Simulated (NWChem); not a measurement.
System: CH4BI; SMILES CBI

The following NWChem deck was run.

```
start job
memory heap 200 mb stack 900 mb global 1100 mb
geometry units angstroms
  B     -1.573603    -0.016198    -0.489845
  H     -2.316722    -0.859505    -0.164144
  I      0.397566    -0.133248     0.219445
  C     -2.039342     1.137775    -1.436676
  H     -2.967718     1.589232    -1.084739
  H     -2.278779     0.728400    -2.420851
  H     -1.313075     1.934323    -1.585868
end
basis spherical
  * library def2-svp
end
ecp
  I library def2-ecp
end
dft
  xc pbe0
  iterations 150
end
driver
  maxiter 120
end
task dft optimize
dft
  grid fine
  convergence energy 1d-8 density 1d-7
end
task dft freq numerical
```

Parts of the log:

```
             Northwest Computational Chemistry Package (NWChem) 7.3.0
             --------------------------------------------------------

 C1  symmetry detected

                             Geometry "geometry" -> ""
                             -------------------------

 Output coordinates in angstroms (scale by  1.889725989 to convert to a.u.)

  No.       Tag          Charge          X              Y              Z
 ---- ---------------- ---------- -------------- -------------- --------------
    1 B                    5.0000    -0.65489587     1.36954094     0.00397920
    2 H                    1.0000    -1.81186588     1.54481469    -0.00918053
    3 I                   53.0000     0.02555282    -0.61522018     0.00035697
    4 C                    6.0000     0.33679892     2.57850482     0.00217991
    5 H                    1.0000     0.07251280     3.30937300     0.76738552
    6 H                    1.0000     0.25405914     3.11723379    -0.94462716
    7 H                    1.0000     1.38468052     2.31651440     0.13452754

 Effective nuclear repulsion energy (a.u.)     179.6429900362

                                Z-matrix (autoz)
                                --------

 Units are Angstrom for bonds and degrees for angles

      Type          Name      I     J     K     L     M      Value
      ----------- --------  ----- ----- ----- ----- ----- ----------
    1 Stretch                  1     2                       1.17025
    2 Stretch                  1     3                       2.09817
    3 Stretch                  1     4                       1.56367
    4 Stretch                  4     5                       1.09067
    5 Stretch                  4     6                       1.09248
    6 Stretch                  4     7                       1.08821
    7 Bend                     1     4     5               111.32242
    8 Bend                     1     4     6               109.52560
    9 Bend                     1     4     7               115.11426
   10 Bend                     2     1     3               117.53485
   11 Bend                     2     1     4               120.74402
   12 Bend                     3     1     4               121.71469
   13 Bend                     5     4     6               105.02506
   14 Bend                     5     4     7               108.01938
   15 Bend                     6     4     7               107.28058
   16 Torsion                  2     1     4     5          49.69187
   17 Torsion                  2     1     4     6         -66.01023
   18 Torsion                  2     1     4     7         173.03859
   19 Torsion                  3     1     4     5        -131.25406
   20 Torsion                  3     1     4     6         113.04384
   21 Torsion                  3     1     4     7          -7.90734

                           NWChem Geometry Optimization
                           ----------------------------

 maximum gradient threshold         (gmax) =   0.000450
 rms gradient threshold             (grms) =   0.000300
 maximum cartesian step threshold   (xmax) =   0.001800
 rms cartesian step threshold       (xrms) =   0.001200
 fixed trust radius                (trust) =   0.300000
 source of zmatrix                         =   autoz

          -------------------
          Energy Minimization
          -------------------

 Using diagonal initial Hessian
 Scaling for Hessian diagonals: bonds = 1.00  angles = 0.25  torsions = 0.10

          --------
          Step   0

                                 NWChem DFT Module
                                 -----------------

 Summary of "ao basis" -> "ao basis" (spherical)
 ------------------------------------------------------------------------------
       Tag                 Description            Shells   Functions and Types
 ---------------- ------------------------------  ------  ---------------------
 B                          def2-svp                 6       14   3s2p1d
 H                          def2-svp                 3        5   2s1p
 I                          def2-svp                10       26   4s4p2d
 C                          def2-svp                 6       14   3s2p1d

            General Information
            -------------------
          SCF calculation type: DFT
          Wavefunction type:  closed shell.
          No. of atoms     :     7
          No. of electrons :    40
           Alpha electrons :    20
            Beta electrons :    20
          Charge           :     0
          Spin multiplicity:     1
          Use of symmetry is: off; symmetry adaption is: off
          Maximum number of iterations: 150
          AO basis - number of functions:    74
                     number of shells:    34
          Convergence on energy requested:  1.00D-06
          Convergence on density requested:  1.00D-05
          Convergence on gradient requested:  5.00D-04

              XC Information
              --------------
                         PBE0 Method XC Functional
                     Hartree-Fock (Exact) Exchange  0.250
          PerdewBurkeErnzerhof Exchange Functional  0.750
            Perdew 1991 LDA Correlation Functional  1.000 local
           PerdewBurkeErnz. Correlation Functional  1.000 non-local

             Grid Information
             ----------------
          Grid used for XC integration:  medium
          Radial quadrature: Mura-Knowles
          Angular quadrature: Lebedev.
          Tag              B.-S. Rad. Rad. Pts. Rad. Cut. Ang. Pts.
          ---              ---------- --------- --------- ---------
          B                   0.85       49           8.0       434
          H                   0.35       45          11.0       434
          I                   1.40      123          11.0       590
          C                   0.70       49          10.0       434
          Grid pruning is: on
          Number of quadrature shells:   401
          Spatial weights used:  Erf1

      Superposition of Atomic Density Guess
      -------------------------------------

 Sum of atomic energies:        -411.25304110

      Non-variational initial energy
      ------------------------------

 Total energy =    -362.086303
 1-e energy   =    -799.193600
 2-e energy   =     337.831585
 HOMO         =      -0.325559
 LUMO         =      -0.016444

   convergence    iter        energy       DeltaE   RMS-Dens  Diis-err
 ---------------- ----- ----------------- --------- --------- ---------
 d= 0,ls=0.0,diis     1   -362.9243810241 -4.62D+02  1.00D-02  2.18D-01
 d= 0,ls=0.0,diis     2   -362.9315692201 -7.19D-03  6.74D-03  1.62D-01
 d= 0,ls=0.0,diis     3   -362.9562874173 -2.47D-02  1.99D-03  1.70D-02
 d= 0,ls=0.0,diis     4   -362.9592721371 -2.98D-03  4.04D-04  1.14D-03
 d= 0,ls=0.0,diis     5   -362.9594239060 -1.52D-04  7.45D-05  3.45D-05
  Resetting Diis
 d= 0,ls=0.0,diis     6   -362.9594287901 -4.88D-06  1.67D-05  1.15D-06
 d= 0,ls=0.0,diis     7   -362.9594289507 -1.61D-07  4.76D-06  3.63D-08

         Total DFT energy =     -362.959428950665
      One electron energy =     -801.922221592943
           Coulomb energy =      372.816946376095
    Exchange-Corr. energy =      -33.129865171548
 Nuclear repulsion energy =       99.275711437731

 Numeric. integr. density =       39.999997059759

                       DFT Final Molecular Orbital Analysis
                       ------------------------------------

 Vector   18  Occ=2.000000D+00  E=-3.407858D-01
              MO Center= -2.0D-01,  5.9D-01,  1.7D-02, r^2= 3.9D+00
   Bfn.  Coefficient  Atom+Function         Bfn.  Coefficient  Atom+Function
  ----- ------------  ---------------      ----- ------------  ---------------
    31      0.443699  3 I  py                34      0.301392  3 I  py
     5      0.281792  1 B  py                15     -0.202655  2 H  s
    50      0.188393  4 C  py                28     -0.178349  3 I  py
     4     -0.171248  1 B  px                25     -0.145365  3 I  py
    70     -0.143647  7 H  s                 30     -0.132830  3 I  px

 Vector   19  Occ=2.000000D+00  E=-2.949301D-01
              MO Center= -3.5D-02, -3.6D-01, -2.0D-03, r^2= 2.4D+00
   Bfn.  Coefficient  Atom+Function         Bfn.  Coefficient  Atom+Function
  ----- ------------  ---------------      ----- ------------  ---------------
    32      0.582048  3 I  pz                35      0.500402  3 I  pz
    29     -0.235953  3 I  pz                26     -0.191742  3 I  pz
     6     -0.140411  1 B  pz                 9      0.087055  1 B  pz
    65      0.063466  6 H  s                 51     -0.061301  4 C  pz
    60     -0.052254  5 H  s                 66      0.048257  6 H  s

 Vector   20  Occ=2.000000D+00  E=-2.691683D-01
              MO Center= -3.6D-02, -3.7D-01,  4.7D-04, r^2= 2.6D+00
   Bfn.  Coefficient  Atom+Function         Bfn.  Coefficient  Atom+Function
  ----- ------------  ---------------      ----- ------------  ---------------
    30      0.560556  3 I  px                33      0.504459  3 I  px
    27     -0.226667  3 I  px                31      0.194421  3 I  py
    24     -0.183716  3 I  px                34      0.181689  3 I  py
    15      0.119391  2 H  s                 50      0.114344  4 C  py
     4      0.111989  1 B  px                48     -0.105446  4 C  s

[...]

      ----------------------
      Optimization converged
      ----------------------

  Step       Energy      Delta E   Gmax     Grms     Xrms     Xmax
  ---- ---------------- -------- -------- -------- -------- --------
@    4    -362.96100992 -9.7D-07  0.00009  0.00004  0.00076  0.00161
                                     ok       ok       ok       ok

                                Z-matrix (autoz)
                                --------

 Units are Angstrom for bonds and degrees for angles

      Type          Name      I     J     K     L     M      Value     Gradient
      ----------- --------  ----- ----- ----- ----- ----- ---------- ----------
    1 Stretch                  1     2                       1.20569   -0.00009
    2 Stretch                  1     3                       2.12921   -0.00009
    3 Stretch                  1     4                       1.55147   -0.00000
    4 Stretch                  4     5                       1.10404    0.00000
    5 Stretch                  4     6                       1.10690   -0.00001
    6 Stretch                  4     7                       1.09760    0.00002
    7 Bend                     1     4     5               109.69012   -0.00005
    8 Bend                     1     4     6               107.23341   -0.00000
    9 Bend                     1     4     7               115.95346   -0.00000
   10 Bend                     2     1     3               114.48435   -0.00005
   11 Bend                     2     1     4               122.99180   -0.00004
   12 Bend                     3     1     4               122.51538    0.00009
   13 Bend                     5     4     6               104.93636    0.00002
   14 Bend                     5     4     7               109.78968    0.00002
   15 Bend                     6     4     7               108.63145    0.00002
   16 Torsion                  2     1     4     5          48.65727   -0.00003
   17 Torsion                  2     1     4     6         -64.77248   -0.00003
   18 Torsion                  2     1     4     7         173.69433   -0.00005
   19 Torsion                  3     1     4     5        -132.46049   -0.00001
   20 Torsion                  3     1     4     6         114.10976   -0.00001
   21 Torsion                  3     1     4     7          -7.42344   -0.00003

                         Geometry "geometry" -> "geometry"
                         ---------------------------------

 Output coordinates in angstroms (scale by  1.889725989 to convert to a.u.)

  No.       Tag          Charge          X              Y              Z
 ---- ---------------- ---------- -------------- -------------- --------------
    1 B                    5.0000    -0.63609696     1.39047581     0.00485595
    2 H                    1.0000    -1.83310118     1.53359785    -0.01449010
    3 I                   53.0000     0.01026635    -0.63824767    -0.00081460
    4 C                    6.0000     0.35727551     2.58222507     0.00820954
    5 H                    1.0000     0.05640162     3.31512363     0.77713564
    6 H                    1.0000     0.23553511     3.11333310    -0.95528905
    7 H                    1.0000     1.41656200     2.32425368     0.13501406

 Effective nuclear repulsion energy (a.u.)     177.8116421097

                Final and change from initial internal coordinates
                --------------------------------------------------

                                Z-matrix (autoz)
                                --------

 Units are Angstrom for bonds and degrees for angles

[...]

 Rotational Constants
 --------------------
 A=   1.298428 cm-1  (  1.868106 K)
 B=   0.093982 cm-1  (  0.135216 K)
 C=   0.089072 cm-1  (  0.128151 K)

 Temperature                      =   298.15K
 frequency scaling parameter      =   1.0000

 Zero-Point correction to Energy  =   30.595 kcal/mol  (  0.048757 au)
 Thermal correction to Energy     =   33.533 kcal/mol  (  0.053438 au)
 Thermal correction to Enthalpy   =   34.125 kcal/mol  (  0.054381 au)

 Total Entropy                    =   73.001 cal/mol-K
   - Translational                =   40.986 cal/mol-K (mol. weight = 153.9410)
   - Rotational                   =   24.499 cal/mol-K (symmetry #  =        1)
   - Vibrational                  =    7.516 cal/mol-K

 Cv (constant volume heat capacity) =   14.002 cal/mol-K
   - Translational                  =    2.979 cal/mol-K
   - Rotational                     =    2.979 cal/mol-K
   - Vibrational                    =    8.043 cal/mol-K

[normal modes left out]

 ----------------------------------------------------------------------------
 Normal Eigenvalue ||           Projected Infra Red Intensities
  Mode   [cm**-1]  || [atomic units] [(debye/angs)**2] [(KM/mol)] [arbitrary]
 ------ ---------- || -------------- ----------------- ---------- -----------
    1       -0.000 ||    0.000438           0.010         0.427       0.180
    2       -0.000 ||    0.000392           0.009         0.382       0.161
    3       -0.000 ||    0.000188           0.004         0.183       0.077
    4       -0.000 ||    0.000084           0.002         0.082       0.035
    5       -0.000 ||    0.000075           0.002         0.073       0.031
    6        0.000 ||    0.000001           0.000         0.001       0.000
    7       66.135 ||    0.001703           0.039         1.660       0.700
    8      256.361 ||    0.000672           0.015         0.655       0.276
    9      532.045 ||    0.026854           0.620        26.178      11.048
   10      614.890 ||    0.001725           0.040         1.681       0.710
   11      821.209 ||    0.015443           0.356        15.054       6.354
   12      856.270 ||    0.019602           0.452        19.109       8.065
   13     1032.814 ||    0.008648           0.200         8.430       3.558
   14     1102.954 ||    0.224007           5.168       218.373      92.163
   15     1304.855 ||    0.090693           2.092        88.412      37.314
   16     1411.741 ||    0.007395           0.171         7.209       3.043
   17     1425.159 ||    0.007709           0.178         7.515       3.172
   18     2655.234 ||    0.099216           2.289        96.720      40.820
   19     3036.514 ||    0.000837           0.019         0.816       0.344
   20     3113.549 ||    0.001061           0.024         1.035       0.437
   21     3182.201 ||    0.003675           0.085         3.582       1.512
 ----------------------------------------------------------------------------
```

Level: PBE0/def2-SVP with def2 effective core potentials on I. def2 effective core potentials on I; no spin-orbit coupling.
